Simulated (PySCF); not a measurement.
C$_{2}$H$_{2}$N$_{3}$ (SMILES [c]1nc[nH]n1), doublet, geometry from GFN2-xTB; DF-CAMB3LYP/6-311++G** in PySCF.

Here is a job for PySCF.
```python
from pyscf import gto, scf, dft
import numpy

mol = gto.M(
    atom='''
C     1.151031   -0.077040   -0.133525
N     0.387395   -1.129053   -0.114685
N    -0.840805   -0.586186    0.056918
C    -0.721066    0.756893    0.128450
N     0.542278    1.094981    0.008618
H    -1.662180   -1.171012    0.111750
H    -1.539677    1.433696    0.262740
''',
    basis='6-311++g**',
    charge=0,
    spin=1,
    verbose=4,
)
print('smallest overlap eigenvalue', numpy.linalg.eigvalsh(mol.intor('int1e_ovlp'))[0])

mf = dft.UKS(mol)
mf.xc = 'camb3lyp'
mf = mf.density_fit(auxbasis='def2-universal-jkfit')
mf.kernel()
mf.analyze()
```

What the program printed (banner, timings and long lists left out):

```
PySCF version 2.14.0

[INPUT] verbose = 4
[INPUT] num. atoms = 7
[INPUT] num. electrons = 35
[INPUT] charge = 0
[INPUT] spin (= nelec alpha-beta = 2S) = 1
[INPUT] symmetry False subgroup None
[INPUT] Mole.unit = angstrom
[INPUT] Symbol           X                Y                Z      unit          X                Y                Z       unit  Magmom
[INPUT]  1 C      1.151031000000  -0.077040000000  -0.133525000000 AA    2.175133350884  -0.145584500636  -0.252325680783 Bohr   0.0
[INPUT]  2 N      0.387395000000  -1.129053000000  -0.114685000000 AA    0.732070452026  -2.133600950119  -0.216723240596 Bohr   0.0
[INPUT]  3 N     -0.840805000000  -0.586186000000   0.056918000000 AA   -1.588891174165  -1.107730998054   0.107559431558 Bohr   0.0
[INPUT]  4 C     -0.721066000000   0.756893000000   0.128450000000 AA   -1.362617257736   1.430320475600   0.242735320700 Bohr   0.0
[INPUT]  5 N      0.542278000000   1.094981000000   0.008618000000 AA    1.024756903377   2.069214201602   0.016285659742 Bohr   0.0
[INPUT]  6 H     -1.662180000000  -1.171012000000   0.111750000000 AA   -3.141064969730  -2.212891968579   0.211176894420 Bohr   0.0
[INPUT]  7 H     -1.539677000000   1.433696000000   0.262740000000 AA   -2.909567850292   2.709292785884   0.496506641968 Bohr   0.0

nuclear repulsion = 157.936729521915
number of shells = 60
number of NR pGTOs = 193
number of NR cGTOs = 124
basis = 6-311++g**
ecp = {}
smallest overlap eigenvalue 0.0001050048183162316

******** <class 'pyscf.df.df_jk.DFUKS'> ********
method = DFUKS
initial guess = minao
damping factor = 0
level_shift factor = 0
DIIS = <class 'pyscf.scf.diis.CDIIS'>
diis_start_cycle = 1
diis_space = 8
diis_damp = 0
SCF conv_tol = 1e-09
SCF conv_tol_grad = None
SCF max_cycles = 50
direct_scf = False
number electrons alpha = 18  beta = 17
XC library pyscf.dft.libxc version 7.1.2
    S. Lehtola, C. Steigemann, M. J. T. Oliveira, and M. A. L. Marques,  SoftwareX 7, 1–5 (2018)
XC functionals = camb3lyp
    T. Yanai, D. P. Tew, and N. C. Handy,  Chem. Phys. Lett. 393, 51 (2004)
radial grids:
    Treutler-Ahlrichs [JCP 102, 346 (1995); DOI:10.1063/1.469408] (M4) radial grids

becke partition: Becke, JCP 88, 2547 (1988); DOI:10.1063/1.454033
pruning grids: <function nwchem_prune>
grids dens level: 3
symmetrized grids: False
atomic radii adjust function: <function treutler_atomic_radii_adjust>
small_rho_cutoff = 0
Set gradient conv threshold to 3.16228e-05
tot grids = 89560
******** <class 'pyscf.df.df.DF'> ********
auxbasis = def2-universal-jkfit
Create RSH-DF object <pyscf.df.df.DF object> for omega=0.33
******** <class 'pyscf.df.df.DF'> ********
auxbasis = auxmol.basis = def2-universal-jkfit
init E= -242.694856540236

cycle= 1 E= -241.451034586486  delta_E= 1.24  |g|= 0.328  |ddm|= 1.94
cycle= 2 E= -241.439213025444  delta_E= 0.0118  |g|= 0.422  |ddm|= 0.785
cycle= 3 E= -241.508356991286  delta_E= -0.0691  |g|= 0.0465  |ddm|= 0.351
cycle= 4 E= -241.509334485143  delta_E= -0.000977  |g|= 0.0259  |ddm|= 0.0619
cycle= 5 E= -241.509671048305  delta_E= -0.000337  |g|= 0.0137  |ddm|= 0.0382
cycle= 6 E= -241.50978856751  delta_E= -0.000118  |g|= 0.00421  |ddm|= 0.0181
cycle= 7 E= -241.509811696288  delta_E= -2.31e-05  |g|= 0.0024  |ddm|= 0.00632
cycle= 8 E= -241.509822422041  delta_E= -1.07e-05  |g|= 0.00133  |ddm|= 0.00556
cycle= 9 E= -241.509826840884  delta_E= -4.42e-06  |g|= 0.000699  |ddm|= 0.00304
cycle= 10 E= -241.509828924443  delta_E= -2.08e-06  |g|= 0.000292  |ddm|= 0.00278
cycle= 11 E= -241.509829257607  delta_E= -3.33e-07  |g|= 0.000188  |ddm|= 0.00109
cycle= 12 E= -241.509829321226  delta_E= -6.36e-08  |g|= 7.7e-05  |ddm|= 0.000415
cycle= 13 E= -241.509829339668  delta_E= -1.84e-08  |g|= 3.01e-05  |ddm|= 0.000285
cycle= 14 E= -241.509829341542  delta_E= -1.87e-09  |g|= 3.07e-05  |ddm|= 8.81e-05
cycle= 15 E= -241.509829342161  delta_E= -6.19e-10  |g|= 1.06e-05  |ddm|= 4.41e-05
Extra cycle  E= -241.50982934219  delta_E= -2.89e-11  |g|= 1.4e-05  |ddm|= 1.94e-05
converged SCF energy = -241.50982934219  <S^2> = 0.75685453  2S+1 = 2.0068428
**** SCF Summaries ****
Total Energy =                        -241.509829342189846
Nuclear Repulsion Energy =             157.936729521914799
One-electron Energy =                 -638.575875936467924
Two-electron Energy =                  239.129317072363278
Two-electron Coulomb Energy =          271.346724651926820
DFT Exchange-Correlation Energy =      -32.217407579563542
**** MO energy ****
                             alpha | beta                alpha | beta
MO #1   energy= -14.4972863155967  | -14.4960837424838  occ= 1 | 1
MO #2   energy= -14.4325241530884  | -14.4316380905612  occ= 1 | 1
MO #3   energy= -14.4046470573699  | -14.4023921838277  occ= 1 | 1
MO #4   energy= -10.3433624778843  | -10.3420049934068  occ= 1 | 1
MO #5   energy= -10.3320334615393  | -10.3144233774269  occ= 1 | 1
MO #6   energy= -1.19742855583979  | -1.19250730244428  occ= 1 | 1
MO #7   energy= -1.0113991865802   | -1.00583559225966  occ= 1 | 1
MO #8   energy= -0.93826051223342  | -0.929793858494229 occ= 1 | 1
MO #9   energy= -0.748881066183671 | -0.741875720400422 occ= 1 | 1
MO #10  energy= -0.697593557728477 | -0.679246368963469 occ= 1 | 1
MO #11  energy= -0.66707298894561  | -0.657516839955814 occ= 1 | 1
MO #12  energy= -0.565296282716349 | -0.562454593157914 occ= 1 | 1
MO #13  energy= -0.559184326679109 | -0.551177688628947 occ= 1 | 1
MO #14  energy= -0.4427948213851   | -0.427390910193367 occ= 1 | 1
MO #15  energy= -0.390671790044041 | -0.387339116929604 occ= 1 | 1
MO #16  energy= -0.376415088101403 | -0.367976809612748 occ= 1 | 1
MO #17  energy= -0.356144454689788 | -0.349554913481306 occ= 1 | 1
MO #18  energy= -0.355242223937192 | -0.0712823947236458 occ= 1 | 0
MO #19  energy= 0.00242572021889836 | 0.00290779655379523 occ= 0 | 0
MO #20  energy= 0.0248681600691091 | 0.0263405628214951 occ= 0 | 0
MO #21  energy= 0.0310961713603476 | 0.0311808155538342 occ= 0 | 0
MO #22  energy= 0.0630904707392864 | 0.066910639865653  occ= 0 | 0
MO #23  energy= 0.0633847756621839 | 0.0686454912502575 occ= 0 | 0
MO #24  energy= 0.0871223918560687 | 0.0877688846915448 occ= 0 | 0
MO #25  energy= 0.0907789940416807 | 0.091704458473289  occ= 0 | 0
MO #26  energy= 0.0959030383955229 | 0.0990510534407733 occ= 0 | 0

To work with the spin densities directly, `use mulliken_meta_spin()` only printing them here.

 ** Mulliken spin pop alpha/beta on meta-lowdin orthogonal AOs **
 ** Mulliken Spin Density (per AO)  **
spin_pop of  0 C 1s       -0.00001
spin_pop of  0 C 2s        0.22918
spin_pop of  0 C 3s        0.00147
spin_pop of  0 C 4s        0.00017
spin_pop of  0 C 5s        0.00016
spin_pop of  0 C 2px       0.60547
spin_pop of  0 C 2py       0.01315
spin_pop of  0 C 2pz       0.07241
spin_pop of  0 C 3px       0.00131
spin_pop of  0 C 3py       0.00003
spin_pop of  0 C 3pz       0.00004
spin_pop of  0 C 4px       0.00023
spin_pop of  0 C 4py      -0.00004
spin_pop of  0 C 4pz      -0.00003
spin_pop of  0 C 5px       0.00002
spin_pop of  0 C 5py      -0.00001
spin_pop of  0 C 5pz       0.00000
spin_pop of  0 C 3dxy     -0.00047
spin_pop of  0 C 3dyz      0.00004
spin_pop of  0 C 3dz^2     0.00024
spin_pop of  0 C 3dxz     -0.00085
spin_pop of  0 C 3dx2-y2   -0.00023
spin_pop of  1 N 1s        0.00000
spin_pop of  1 N 2s        0.02379
spin_pop of  1 N 3s        0.00003
spin_pop of  1 N 4s        0.00019
spin_pop of  1 N 5s        0.00012
spin_pop of  1 N 2px      -0.00857
spin_pop of  1 N 2py      -0.00569
spin_pop of  1 N 2pz      -0.04625
spin_pop of  1 N 3px       0.00041
spin_pop of  1 N 3py       0.00068
spin_pop of  1 N 3pz      -0.00028
spin_pop of  1 N 4px       0.00001
spin_pop of  1 N 4py       0.00004
spin_pop of  1 N 4pz       0.00001
spin_pop of  1 N 5px       0.00008
spin_pop of  1 N 5py      -0.00007
spin_pop of  1 N 5pz      -0.00002
spin_pop of  1 N 3dxy     -0.00005
spin_pop of  1 N 3dyz     -0.00006
spin_pop of  1 N 3dz^2     0.00002
spin_pop of  1 N 3dxz      0.00002
spin_pop of  1 N 3dx2-y2    0.00022
spin_pop of  2 N 1s       -0.00000
spin_pop of  2 N 2s        0.00996
spin_pop of  2 N 3s        0.00008
spin_pop of  2 N 4s        0.00000
spin_pop of  2 N 5s        0.00001
spin_pop of  2 N 2px       0.02717
spin_pop of  2 N 2py       0.00709
spin_pop of  2 N 2pz      -0.00824
spin_pop of  2 N 3px       0.00012
spin_pop of  2 N 3py      -0.00010
spin_pop of  2 N 3pz      -0.00017
spin_pop of  2 N 4px      -0.00005
spin_pop of  2 N 4py       0.00003
spin_pop of  2 N 4pz       0.00001
spin_pop of  2 N 5px      -0.00009
spin_pop of  2 N 5py      -0.00002
spin_pop of  2 N 5pz       0.00000
spin_pop of  2 N 3dxy     -0.00002
spin_pop of  2 N 3dyz     -0.00003
spin_pop of  2 N 3dz^2     0.00004
spin_pop of  2 N 3dxz     -0.00005
spin_pop of  2 N 3dx2-y2   -0.00005
spin_pop of  3 C 1s       -0.00000
spin_pop of  3 C 2s        0.01076
spin_pop of  3 C 3s        0.00002
spin_pop of  3 C 4s        0.00000
spin_pop of  3 C 5s        0.00000
spin_pop of  3 C 2px       0.02437
spin_pop of  3 C 2py       0.00291
spin_pop of  3 C 2pz       0.00973
spin_pop of  3 C 3px      -0.00008
spin_pop of  3 C 3py       0.00003
spin_pop of  3 C 3pz       0.00003
spin_pop of  3 C 4px      -0.00001
spin_pop of  3 C 4py       0.00000
spin_pop of  3 C 4pz       0.00000
spin_pop of  3 C 5px      -0.00003
spin_pop of  3 C 5py      -0.00001
spin_pop of  3 C 5pz       0.00000
spin_pop of  3 C 3dxy     -0.00008
spin_pop of  3 C 3dyz     -0.00006
spin_pop of  3 C 3dz^2     0.00001
spin_pop of  3 C 3dxz     -0.00008
spin_pop of  3 C 3dx2-y2   -0.00006
spin_pop of  4 N 1s        0.00000
spin_pop of  4 N 2s        0.02707
spin_pop of  4 N 3s        0.00005
spin_pop of  4 N 4s        0.00012
spin_pop of  4 N 5s        0.00012
spin_pop of  4 N 2px       0.02101
spin_pop of  4 N 2py      -0.00262
spin_pop of  4 N 2pz      -0.01687
spin_pop of  4 N 3px       0.00047
spin_pop of  4 N 3py       0.00109
spin_pop of  4 N 3pz      -0.00007
spin_pop of  4 N 4px      -0.00001
spin_pop of  4 N 4py       0.00014
spin_pop of  4 N 4pz       0.00001
spin_pop of  4 N 5px       0.00012
spin_pop of  4 N 5py       0.00002
spin_pop of  4 N 5pz      -0.00000
spin_pop of  4 N 3dxy     -0.00017
spin_pop of  4 N 3dyz     -0.00006
spin_pop of  4 N 3dz^2    -0.00001
spin_pop of  4 N 3dxz     -0.00001
spin_pop of  4 N 3dx2-y2    0.00017
spin_pop of  5 H 1s        0.00057
spin_pop of  5 H 2s        0.00000
spin_pop of  5 H 3s       -0.00002
spin_pop of  5 H 4s        0.00001
spin_pop of  5 H 2px       0.00001
spin_pop of  5 H 2py       0.00005
spin_pop of  5 H 2pz      -0.00006
spin_pop of  6 H 1s       -0.00117
spin_pop of  6 H 2s       -0.00001
spin_pop of  6 H 3s       -0.00003
spin_pop of  6 H 4s        0.00002
spin_pop of  6 H 2px       0.00001
spin_pop of  6 H 2py       0.00000
spin_pop of  6 H 2pz       0.00000
 ** Mulliken Spin Density (per atom)  **
spin density of  0 C =      0.92228
spin density of  1 N =     -0.03539
spin density of  2 N =      0.03568
spin density of  3 C =      0.04749
spin density of  4 N =      0.03054
spin density of  5 H =      0.00057
spin density of  6 H =     -0.00118
 ** Mulliken pop alpha/beta on meta-lowdin orthogonal AOs **
 ** Mulliken pop       alpha | beta **
In total            18.00000 | 17.00000
 ** Mulliken atomic charges   ( Nelec_alpha | Nelec_beta ) **
charge of  0C =      0.14470  (     3.38879      2.46651 )
charge of  1N =     -0.24402  (     3.60432      3.63970 )
charge of  2N =     -0.08903  (     3.56236      3.52667 )
charge of  3C =      0.05787  (     2.99481      2.94732 )
charge of  4N =     -0.29381  (     3.66217      3.63163 )
charge of  5H =      0.27468  (     0.36295      0.36237 )
charge of  6H =      0.14961  (     0.42461      0.42579 )
Dipole moment(X, Y, Z, Debye): -3.95146, -0.26460,  0.42494
```
